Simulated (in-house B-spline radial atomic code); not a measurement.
## P⁷⁺: [He] 2s2 2p4

Method: non-relativistic TPSSh, spin-polarised, spherical fractional occupations, point nucleus. Calculated with a radial B-spline atomic code at the basis-set limit.

Screening seen three ways: the hydrogenic charge with the same mean radius, Z_r = [3n² - l(l+1)]/(2<r>), the one with the same energy, Z_e = n√(-2ε), and Slater's rules. Values are occupation-weighted means over spin.

```csv
shell,electrons,ε (eV),<r> (bohr),Z_r,Z_e,Slater
1s,2,-2292.3,0.1037,14.47,12.98,14.70
2s,2,-339.16,0.4899,12.25,9.99,11.55
2p,4,-295.33,0.4414,11.33,9.32,11.55
```

The least bound orbital is 2p down at -285.3 eV, while the most diffuse is 2s down (<r> = 0.4924 bohr against 0.447 bohr): energy order and size order differ.

Caution: exact exchange at fractional occupations of open shells leaves self-interaction of up to several eV.
